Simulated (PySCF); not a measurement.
# From computed data to an observable: entropy of an ideal gas

Li(OH) (HLiO), SMILES [OH][Li].

Geometry: PBE-D3(BJ)/def2-TZVPD. The isomer is the one that the SMILES or the coordinates give; other isomers of the formula were not compared.

PBE-D3(BJ)/def2-TZVPD (PySCF) gives the harmonic wavenumbers 276, 276, 935, 3889 cm⁻¹ and the rotational temperature 1.7046 K. The molar mass is 23.95 g/mol, the symmetry number 1, the spin multiplicity 1.

Task: Work out the entropy at 298.15 K and 1 atm in the rigid-rotor, harmonic-oscillator model.

Result: 
Translation (Sackur–Tetrode at 1 atm): S = R[1.5 ln M + 2.5 ln T − 1.16487] = 148.4 J/(mol K).
Rotation: q = T/(σ θ) = 175, S = R[ln q + 1] = 51.3 J/(mol K).
Vibration: with u = 1.4388 ν/T, each mode gives R[u/(e^u − 1) − ln(1 − e^−u)]:
```tsv
ν (cm⁻¹)	modes	u	S (J/(mol K))
276	2	1.33	13.04
935	1	4.51	0.51
```
The stiffer modes add less than 0.005 each. Sum 13.5 J/(mol K).
Spin: R ln 1 = 0.0 J/(mol K).
Total 213.2 J/(mol K); the program's own thermochemistry gives 213.2. Translation makes up 70 % and vibration 6 %. Anharmonicity, hindered rotation and orbital degeneracy are left out.
